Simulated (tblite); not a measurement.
Compound: C4H6FOSi (doublet state).
Numbering: `[O:1]=[C:2]1[CH:3][C@H:4]([SiH2:5][F:6])[CH2:7]1` (hydrogens: H8 on C3; H9 on C4; H10, H11 on Si5; H12, H13 on C7)

Computed geometry: GFN2-xTB, gas phase. This method treats the open shell by occupation alone, without spin polarisation.

**Question.** List the bond lengths, angles and torsions at this level.

**Answer.** 
| bond | length (Å) | order |
| --- | --- | --- |
| O1=C2 | 1.215 | double |
| C2–C3 | 1.427 | single |
| C3–C4 | 1.470 | single |
| C4–Si5 | 1.923 | single |
| Si5–F6 | 1.608 | single |
| C4–C7 | 1.546 | single |
| C2–C7 | 1.536 | single |
| C3–H8 | 1.075 | single |
| C4–H9 | 1.093 | single |
| Si5–H10 | 1.454 | single |
| Si5–H11 | 1.450 | single |
| C7–H12 | 1.088 | single |
| C7–H13 | 1.088 | single |

Orders are formal, as drawn. A selection of angles:
| angle | degrees |
| --- | --- |
| O1–C2–C3 | 136.0 |
| O1–C2–C7 | 133.1 |
| C3–C2–C7 | 90.9 |
| C2–C3–C4 | 93.6 |
| C2–C3–H8 | 134.3 |
| C4–C3–H8 | 132.1 |
| C3–C4–Si5 | 112.8 |
| C3–C4–C7 | 88.9 |
| C3–C4–H9 | 115.7 |
| Si5–C4–C7 | 114.5 |
| Si5–C4–H9 | 107.8 |
| C7–C4–H9 | 116.5 |
| C4–Si5–F6 | 105.8 |
| C4–Si5–H10 | 109.9 |
| C4–Si5–H11 | 111.9 |
| F6–Si5–H10 | 105.7 |
| F6–Si5–H11 | 106.1 |
| H10–Si5–H11 | 116.5 |
| C4–C7–H12 | 114.7 |
| C4–C7–H13 | 116.5 |
| C2–C7–C4 | 86.5 |
| C2–C7–H12 | 113.2 |
| C2–C7–H13 | 115.5 |
| H12–C7–H13 | 109.2 |

Torsions: O1–C2–C3–C4 -178° (antiperiplanar); C2–C3–C4–Si5 113° (anticlinal); C3–C4–Si5–F6 71° (synclinal); C3–C4–C7–C2 3° (synperiplanar); O1–C2–C7–C4 178° (antiperiplanar).

The C–C distances run from 1.427 Å (C2–C3, drawn single in one of several resonance forms) to 1.546 Å (C4–C7, drawn single), a spread of 0.119 Å. C3 (carbon bonded to 2 C and H) is planar (angles 134.3°, 132.1° and 93.6°, sum 360.0°, 0.01 Å off the plane of its three neighbours). The 4-membered ring C2–C3–C4–C7 has internal angles of 86.5° to 93.6°; it is almost planar, 0.02 Å rms from its mean plane, widest ring torsion 4°. Si5 (silicon bonded to C, F and 2 H) is distorted tetrahedral (angles from 105.7° to 116.5°). C2 (carbon bonded to 2 C and O) is planar (angles 136.0°, 133.1° and 90.9°, sum 360.0°, 0.01 Å off the plane of its three neighbours).

Point group: C1 (no symmetry element, even within 0.4 Å). Its GFN2-xTB frequencies are all real (lowest 42 cm⁻¹). 3 starts were optimised and ended at 0.00, 0.00 and 0.21 kcal/mol (GFN2-xTB); the lowest of these is shown.

One conformer stands for the species.
